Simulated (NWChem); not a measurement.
Species: LaCl₂F; SMILES [F][La]([Cl])[Cl]

```xyz
4

La    -0.0968     0.1761     0.0000
F     -1.6791     1.5838     0.0000
Cl     1.1941    -0.1216     2.2568
Cl     1.1941    -0.1216    -2.2568
```
Atoms are numbered in this order, from 1.

Level: PBE0/def2-SVP with def2 effective core potentials on La (NWChem), optimised geometry, unscaled harmonic frequencies. def2 effective core potentials on La; no spin-orbit coupling.

```
frequency (cm⁻¹)  IR intensity (km/mol)
----------------  ---------------------
37                                 42.3
75                                  8.2
110                                 7.7
325                                27.2
343                               124.1
581                               137.0
```

```
Quantity                                                                           Result
-----------------------------------------------------------------------  ----------------
zero-point energy                                                            2.1 kcal/mol
thermal correction to the enthalpy at 298.15 K (with zero-point energy)      6.5 kcal/mol
heat capacity Cv                                                         16.1 cal/(mol K)
entropy at 298.15 K and 1 atm (symmetry number 1)                        86.8 cal/(mol K)
```

Rigid rotor and harmonic oscillator; modes under 100 cm⁻¹ make the entropy uncertain.
